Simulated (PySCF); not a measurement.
Delta-SCF ions had no search for a lower state. Excitations are Tamm–Dancoff values on a coarser integration grid. The basis has no diffuse functions, so Rydberg states are missing or too high.

# C₈H₇ClSSi, SMILES `c12cc(sc1ccc(Cl)c2)[SiH3]` (charge 0, multiplicity 1)

Method: PySCF with PBE0-D3(BJ)/def2-TZVP // PBE0-D3(BJ)/def2-SVP.

```
Quantity                                                                      Value
-------------------------------------------  --------------------------------------
HOMO                                                                       -6.62 eV
dipole moment                                                                0.96 D
HOMO–LUMO gap                                                               5.16 eV
LUMO                                                                       -1.46 eV
S1 excitation (TDA)                                                         4.43 eV
S1 oscillator strength                                                        0.038
brightest of the four lowest singlets (TDA)                                 5.55 eV
T1 excitation (TDA)                                                         3.21 eV
S1–T1 gap (TDA)                                                             1.22 eV
vertical ionisation energy (Delta-SCF)                                      8.16 eV
total energy                                                          -1456.3443 Ha
cost                                         about 22 core-minutes (a rough figure)
```

Bonds (Å): Si1–C2 1.871, Si1–H12 1.493, Si1–H13 1.492, Si1–H14 1.493, C2–C3 1.370, C2–S11 1.742, C3–C4 1.434, C3–H15 1.092, C4–C5 1.406, C4–C10 1.416, C5–C6 1.384, C5–H16 1.091, C6–Cl7 1.734, C6–C8 1.407, C8–C9 1.385, C8–H17 1.091, C9–C10 1.399, C9–H18 1.092, C10–S11 1.735. Angles (°): C2–Si1–H12 110.7, C2–Si1–H13 107.3, C2–Si1–H14 110.7, H12–Si1–H13 109.9, H12–Si1–H14 108.3, H13–Si1–H14 109.9, Si1–C2–C3 126.4, Si1–C2–S11 122.0, C3–C2–S11 111.6, C2–C3–C4 113.6, C2–C3–H15 123.1, C4–C3–H15 123.3, C3–C4–C5 129.2, C3–C4–C10 111.6, C5–C4–C10 119.3, C4–C5–C6 118.8, C4–C5–H16 120.9, C6–C5–H16 120.3, C5–C6–Cl7 119.6, C5–C6–C8 121.7, Cl7–C6–C8 118.7, C6–C8–C9 120.2, C6–C8–H17 119.2, C9–C8–H17 120.7, C8–C9–C10 118.7, C8–C9–H18 120.2, C10–C9–H18 121.0, C4–C10–C9 121.3, C4–C10–S11 111.1, C9–C10–S11 127.6, C2–S11–C10 92.1.
